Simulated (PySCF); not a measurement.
# Spin-rotation constants: `C[C@@H](C=O)[O][GeH2][AsH2]`, C$_{3}$H$_{9}$AsGeO$_{2}$

Geometry:
```json
{"atom": "C1", "x (Å)": "-1.534", "y (Å)": "1.622", "z (Å)": "-0.535"}
{"atom": "C2", "x (Å)": "-0.537", "y (Å)": "0.971", "z (Å)": "0.441"}
{"atom": "C3", "x (Å)": "-1.208", "y (Å)": "-0.250", "z (Å)": "1.001"}
{"atom": "O4", "x (Å)": "-0.869", "y (Å)": "-1.372", "z (Å)": "0.745"}
{"atom": "O5", "x (Å)": "0.672", "y (Å)": "0.705", "z (Å)": "-0.170"}
{"atom": "Ge6", "x (Å)": "1.237", "y (Å)": "-0.841", "z (Å)": "-0.924"}
{"atom": "As7", "x (Å)": "1.885", "y (Å)": "-2.495", "z (Å)": "0.681"}
{"atom": "H8", "x (Å)": "-2.451", "y (Å)": "1.905", "z (Å)": "-0.024"}
{"atom": "H9", "x (Å)": "-1.760", "y (Å)": "0.922", "z (Å)": "-1.336"}
{"atom": "H10", "x (Å)": "-1.070", "y (Å)": "2.504", "z (Å)": "-0.967"}
{"atom": "H11", "x (Å)": "-0.354", "y (Å)": "1.668", "z (Å)": "1.275"}
{"atom": "H12", "x (Å)": "-2.076", "y (Å)": "-0.044", "z (Å)": "1.652"}
{"atom": "H13", "x (Å)": "2.327", "y (Å)": "-0.142", "z (Å)": "-1.738"}
{"atom": "H14", "x (Å)": "0.175", "y (Å)": "-1.237", "z (Å)": "-1.960"}
{"atom": "H15", "x (Å)": "2.244", "y (Å)": "-1.408", "z (Å)": "1.651"}
{"atom": "H16", "x (Å)": "3.312", "y (Å)": "-2.498", "z (Å)": "0.197"}
```

Computed with GIAO B97-2/pcSseg-1 magnetisability, rotational g tensor and spin-rotation constants, non-relativistic, gas phase in PySCF. Geometry: GFN2-xTB.

The calculation is non-relativistic, which matters for the atoms heavier than Zn.

Q: Give the nuclear spin-rotation constants along the inertial axes (H = +C I·J) beside the isotropic shieldings.

A: Rotational constants 2.2518, 0.7552, 0.6192 GHz. A star marks the isotopologue with that one atom substituted, in its own axes.
```tsv
atom	isotope	Caa (kHz)	Cbb (kHz)	Ccc (kHz)	mean (kHz)	σ (ppm)
As7	75As	2.062	0.800	0.675	1.179	1901.3
H8	1H	-0.086	-0.034	-0.076	-0.065	30.6
H9	1H	-0.233	-0.079	0.001	-0.103	30.8
H10	1H	-0.192	-0.016	-0.055	-0.087	30.2
H11	1H	-0.209	-0.072	0.028	-0.084	27.1
H12	1H	-0.034	0.038	-0.057	-0.017	22.0
H13	1H	-0.188	0.027	-0.039	-0.067	26.0
H14	1H	-0.151	-0.058	0.019	-0.063	25.9
H15	1H	-0.213	-0.081	0.001	-0.098	29.9
H16	1H	-0.131	-0.029	-0.059	-0.073	29.6
C1	13C*	0.307	0.108	0.092	0.169	167.6
C2	13C*	0.598	0.147	0.148	0.297	107.6
C3	13C*	1.003	0.402	0.197	0.534	-24.1
O4	17O*	-1.690	-0.443	-0.183	-0.772	-268.3
O5	17O*	-0.212	-0.080	-0.034	-0.109	293.4
Ge6	73Ge*	-0.639	-0.235	-0.195	-0.356	1336.3
```
For the geometry as given, no vibrational averaging.

Q: How do the rotational constants and the g tensor change when H8, H9, H10, H11, H12, H13, H14, H15, H16 are replaced by deuterium?

A: Constants 2.0136, 0.6766, 0.5609 GHz; g -0.0263, -0.0064, -0.0050, against -0.0293, -0.0071, -0.0054 before.
